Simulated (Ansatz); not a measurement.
A nudged elastic band was laid between two geometries of CHOSe (4 atoms, charge 0, multiplicity 2).

These are results of Ansatz 0.2.0, UKS PBE0/def2-SVPD, not measurements.

* movable images: 9
* climbing image: yes
* spring: 5.0 eV/Å²
* optimiser: quadratic models (default)
* start path: through a guess of the saddle point
* force threshold: 0.05 eV/Å
* iteration limit: 60
* end points: relaxed

Image 0:

```xyz
4
Properties=species:S:1:pos:R:3
O -0.818 0.181 -0.199
C 0.452 0.016 0.019
Se 1.332 -1.127 0.975
H -0.966 0.930 -0.795
```

Image 10:

```xyz
4
Properties=species:S:1:pos:R:3
O -1.295 -0.269 0.119
C -0.171 0.087 -0.079
Se 1.362 -0.766 0.694
H 0.104 0.948 -0.733
```

(1) Which bonds break or form, and what moves?

(2) Give the energies along the band, and the barrier.

(3) What is the geometry of the highest image?

(4) What are the harmonic wavenumbers there?

Results:

(1) Bonds broken: O1–H4. Bonds formed: C2–H4.

(2) It converged. The highest image is number 5 of 0 to 10, 33.8 kcal/mol above the first end and 55.3 kcal/mol above the last; the last end lies 21.5 kcal/mol below the first. A vibrational analysis at the climbing image gives one clearly imaginary mode, 1907i cm⁻¹: a first-order saddle point.

```csv
image,path coordinate (Å),energy (kcal/mol),O1–H4 (Å),C2–H4 (Å)
0,0.00,0.0,0.97,1.87
1,0.16,1.7,0.97,1.78
2,0.32,6.8,0.97,1.67
3,0.48,15.4,0.99,1.54
4,0.64,26.9,1.06,1.41
5,0.80,33.8,1.20,1.30
6,0.97,27.0,1.38,1.23
7,1.14,14.9,1.55,1.17
8,1.30,-2.4,1.71,1.11
9,1.47,-17.2,1.89,1.10
10,1.64,-21.5,2.04,1.12
```

(3) 
```xyz
4
Properties=species:S:1:pos:R:3:forces:R:3
O -1.127 0.071 -0.135 0.01 0.00 0.00
C 0.142 -0.029 0.033 -0.01 0.00 0.00
Se 1.414 -0.910 0.811 0.00 0.00 0.00
H -0.430 0.868 -0.708 0.00 0.00 0.00
```

(4) 1907i, 420, 466, 732, 1477, 2341 cm⁻¹.

The run took 3.1 min on 2 threads of Intel(R) Xeon(R) CPU @ 2.60GHz (Ice Lake), with other jobs on the host, peak memory 0.28 GiB.
